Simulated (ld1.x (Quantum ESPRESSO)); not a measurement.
## Before and after: PAW potential for tantalum

| Quantity | Value |
| --- | --- |
| Element | Ta (Z = 73) |
| Generator | ld1.x (Quantum ESPRESSO) 7.5 |
| Type | PAW |
| Functional | revPBE |
| Relativity | scalar-relativistic |
| Frozen core | [Kr] 4d10 4f14 |
| Valence charge | 13 |
| Reference configuration | 5s2 5p6 5d3 6s0 6p0 (charge +2) |
| Partial waves | 5s (bound): rcut 1.40, rcutus 1.80 bohr; 6s (bound, empty): rcut 1.40, rcutus 1.80 bohr; 5p (bound): rcut 1.65, rcutus 2.00 bohr; 6p (bound, empty): rcut 1.65, rcutus 2.00 bohr; 5d (bound): rcut 2.60, rcutus 3.10 bohr; 5d channel at 0.8 Ry: rcut 2.60, rcutus 3.10 bohr; 5f channel at 0.4 Ry: rcut 1.85, rcutus 2.35 bohr; 5f channel at 2.1 Ry: rcut 1.85, rcutus 2.35 bohr |
| Local potential | all-electron potential smoothed inside 2.70 bohr (lloc = -1) |
| Core correction | a·sin(br)/r model core inside 1.60 bohr |
| Augmentation charge | PSQ, inside the norm-conserving radii |

All-electron outer shells of the reference configuration (revPBE, scalar-relativistic, ld1.x):

```csv
shell,level (eV),outermost node (bohr),outermost maximum (bohr)
5s,-88.47,0.54,0.98
5p,-54.88,0.58,1.13
4f,-40.17,–,0.44
6s,-18.26,1.31,2.58
5d,-18.20,0.65,1.54
6p,-12.45,1.56,3.27
```

Change: local potential all-electron potential smoothed inside 3.26 bohr (lloc = -1).

Cutoffs: the cutoffs (Ry, on a coarse ladder) from which the occupation-weighted sum of valence levels, in a spherical-Bessel basis at the reference potential, stays within 10 and 1 mRy of its value at 400 Ry; they do not see the model core or the augmentation charge, which bear on the density cutoff. Errors are all-electron minus pseudo energies relative to the spin-unpolarised reference configuration.

Q: Predict the effect on cutoff, ghosts and configuration errors.

A: The potential gets neither clearly harder nor softer (21 Ry and 35 Ry → 21 Ry and 35 Ry); the p channel sets the loose cutoff, while the largest relative change is in d, which becomes softer; the number of tests that count goes from 7 to 2 (the test run of the changed file stopped, so its transferability is not established); neither file shows a bound ghost at the reference potential, the only one tested.

```tsv
quantity	base	changed
cutoff, loose	21 Ry	21 Ry
cutoff, tight	35 Ry	35 Ry
loose cutoff by channel (10 mRy a level)	s 15 Ry, p 18 Ry, d 10 Ry	s 15 Ry, p 18 Ry, d 8 Ry
bound ghosts	none	none
tests counted (converged, no solver errors)	7 of 7	2 of 7 (the test run stopped)
error for 5s2 5p6 5d3 6s2 6p0, meV [ΔE -23.22 eV]	+2.2	-10
error for 5s2 5p6 5d3 6s1 6p0, meV [ΔE -14.83 eV]	+3.8	-0.3
lowest overlap eigenvalue by channel	s 0.16, p 0.11, d 0.78, f 1.00	s 0.21, p 0.13, d 0.84, f 1.00
```

Changed file: The cutoffs count occupied waves only; the empty 6p level needs 30 Ry at the loose tolerance. Tests not counted: 5s2 5p6 5d2 6s0 6p0 (solver errors, printed error -884 eV).
